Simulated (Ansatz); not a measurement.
Species: H6Se, net charge 0, singlet state. 
Coordinates optimised at B3LYP-D3(BJ)/def2-TZVP (Ansatz, a quantum-chemistry and plane-wave program):
SMILES: [SeH6]
```xyz
7

Se     0.0000     0.0000     0.0000
H      1.5612     0.0042     0.0010
H     -1.5612    -0.0042    -0.0010
H     -0.0042     1.5612     0.0049
H      0.0042    -1.5612    -0.0049
H     -0.0010    -0.0049     1.5612
H      0.0010     0.0049    -1.5612
```

Basis-set convergence of Hartree-Fock and MP2 correlation energies (hartree) with Ansatz. Cores are frozen in the correlated levels unless marked. No spin-orbit coupling. The frozen core is the preceding noble-gas configuration, with the filled d and f shells of earlier blocks. No relativistic terms.

```csv
basis,functions,E(HF),"E(corr, MP2)"
def2-SVP,62,-2402.75036,-0.20018
def2-TZVPP,132,[?],[?]
```

Problem. Some entries are withheld; supply them.

Solution. 
- def2-TZVPP, E(HF): -2403.05035
- def2-TZVPP, E(corr, MP2): -0.25487
